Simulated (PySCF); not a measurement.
Sn(H)2(NH2)2 (H6N2Sn), SMILES [NH2][SnH2][NH2]. Geometry: PBE0-D3(BJ)/def2-SVP. The def2 effective core potentials stand for the cores of Sn; spin–orbit coupling is left out. One conformer was computed; it need not be the lowest.

Give the equilibrium geometry at PBE0-D3(BJ)/def2-SVP (PySCF confirms it by a frequency run) as Cartesian coordinates in Å. (Estimate from the structure and the level; the computed values follow.)

One answer among several that fit: 
```xyz
9

Sn    -0.0296     0.2846     0.0493
N      1.7684    -0.5687    -0.3937
N     -1.4790    -1.1593     0.1600
H      0.0565     0.9522     1.6224
H     -0.2868     1.4629    -1.1778
H      1.9240    -1.4391     0.1122
H      1.8811    -0.7708    -1.3853
H     -2.2711    -0.8902     0.7411
H     -1.8497    -1.4495    -0.7429
```
Charge 0, spin multiplicity 1.
